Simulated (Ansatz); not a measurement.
```yaml
crystal:
  periodic: [true, true, true]
  atoms:
    - {symbol: B, position_ang: [-0.882580, 1.692845, -0.199931]}
    - {symbol: C, position_ang: [-0.559417, 0.177784, -0.248113]}
    - {symbol: C, position_ang: [0.817221, -0.281653, 0.224507]}
    - {symbol: N, position_ang: [1.039275, -1.715633, 0.296894]}
    - {symbol: H, position_ang: [-1.851554, 2.121842, -0.759010]}
    - {symbol: H, position_ang: [-0.209084, 2.454402, 0.437175]}
    - {symbol: H, position_ang: [-0.811478, -0.257319, -1.224295]}
    - {symbol: H, position_ang: [-1.336804, -0.240263, 0.423271]}
    - {symbol: H, position_ang: [1.017135, 0.142372, 1.213646]}
    - {symbol: H, position_ang: [1.583350, 0.137808, -0.435418]}
    - {symbol: H, position_ang: [0.905792, -2.140549, -0.613166]}
    - {symbol: H, position_ang: [0.365045, -2.146837, 0.918441]}
basis:
  gaussian: {orbitals: def2-TZVPD}
hamiltonian: {xc: {name: wB97}}
```

```sh
$ ansatz run in.yaml --threads 2 --pin off --events-out ev --progress --plain --max-ram 4352MiB
```

It prints (some lines left out):

```
Error: YAML parse error: error: line 2 column 3: crystal: missing field `lattice` (a structure is typed as `lattice` and `atoms`, a molecule's as `atoms` in Å alone, or read from a run's directory, `checkpoint`)
 --> <input>:2:3
1 | crystal:
2 |   periodic: [true, true, true]
3 |   atoms:
4 |     - {symbol: B, position_ang: [-0.882580, 1.692845, -0.199931]}
```

In this input the molecule is marked periodic without a cell. The program refused the input.
